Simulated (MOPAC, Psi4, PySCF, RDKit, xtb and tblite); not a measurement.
Conformational energy of C3H10S2Si, SMILES CSC[SiH2]SC. Scanned: dihedral C1–S2–C3–Si4; all other coordinates were relaxed at GFN2-xTB. Points at φ and −φ are mirror images.

Geometry of the scan point at -75° (Å):
```
16

C     -3.0874     0.1847     0.5198
S     -2.3750    -0.7817    -0.8379
C     -0.8188    -1.3283    -0.0680
Si     0.4178     0.1002     0.0082
S      2.2161    -0.7024     0.8442
C      3.2300     0.8046     0.8155
H     -3.1277    -0.4289     1.4154
H     -2.4977     1.0795     0.6926
H     -4.0919     0.4554     0.2113
H     -0.4546    -2.1298    -0.7073
H     -1.0597    -1.7584     0.9026
H      0.6858     0.6225    -1.3295
H     -0.0291     1.1838     0.8877
H      2.7616     1.5709     1.4242
H      4.1983     0.5422     1.2273
H      3.3411     1.1481    -0.2076
```

Levels: GFN2-xTB (xtb and tblite); MMFF94 // GFN2-xTB (RDKit); PBE/def2-SVP // GFN2-xTB (Psi4); PBE-D3(BJ)/def2-SVP // GFN2-xTB (Psi4); UFF // GFN2-xTB (RDKit); PM3, restricted, heats of formation // GFN2-xTB (MOPAC); PM6, restricted, heats of formation // GFN2-xTB (MOPAC); RKS-B3LYP/6-31G* = restricted B3LYP/6-31G*, spherical d, density fitting // GFN2-xTB (PySCF); RKS-BP86/6-31G* = restricted BP86/6-31G*, spherical d, density fitting // GFN2-xTB (PySCF); RKS-B3LYP/6-311+G** = restricted B3LYP/6-311+G**, spherical d, density fitting // GFN2-xTB in PySCF 2.14.0; RMP2/3-21G = restricted MP2 (frozen core)/3-21G // GFN2-xTB (PySCF).

Least-squares fit of E(φ) = a0 + Σ (a_n cos nφ + b_n sin nφ), n = 1 to 4, to the 24 scan points, in kcal/mol above the lowest point of each profile (levels whose profile four harmonics don't fit are not listed):

| method | a0 | a1 | b1 | a2 | b2 | a3 | b3 | a4 | b4 | rms of fit |
|---|---|---|---|---|---|---|---|---|---|---|
| GFN2-xTB | 0.86 | 0.46 | 0.00 | 0.59 | 0.00 | 0.72 | 0.00 | -0.06 | 0.00 | 0.05 |
| MMFF94 | 3.36 | 3.84 | 0.00 | 1.80 | 0.00 | 1.20 | 0.00 | -0.21 | 0.00 | 0.07 |
| PBE/def2-SVP | 1.44 | 0.89 | 0.00 | 0.97 | 0.00 | 0.48 | 0.00 | -0.24 | 0.00 | 0.13 |
| PBE-D3(BJ)/def2-SVP | 1.48 | 0.61 | 0.00 | 0.99 | 0.00 | 0.52 | 0.00 | -0.25 | 0.00 | 0.14 |
| UFF | 3.26 | 3.51 | 0.00 | 1.91 | 0.00 | 1.58 | 0.00 | -0.13 | 0.00 | 0.05 |
| PM3 | 0.70 | 0.95 | 0.00 | 0.54 | 0.00 | 0.21 | 0.00 | -0.07 | 0.00 | 0.06 |
| PM6 | 1.01 | 1.06 | 0.00 | 0.69 | 0.00 | -0.06 | 0.00 | -0.10 | 0.00 | 0.05 |
| RKS-B3LYP/6-31G* | 1.10 | 1.15 | 0.00 | 0.71 | 0.00 | 0.57 | 0.00 | -0.20 | 0.00 | 0.11 |
| RKS-BP86/6-31G* | 1.18 | 1.05 | 0.00 | 0.78 | 0.00 | 0.52 | 0.00 | -0.19 | 0.00 | 0.12 |
| RKS-B3LYP/6-311+G** | 1.11 | 1.20 | 0.00 | 0.69 | 0.00 | 0.55 | 0.00 | -0.15 | 0.00 | 0.10 |
| RMP2/3-21G | 1.06 | 1.03 | 0.00 | 0.70 | 0.00 | 0.53 | 0.00 | -0.16 | 0.00 | 0.11 |

MMFF94 has few fitted parameters for silicon.
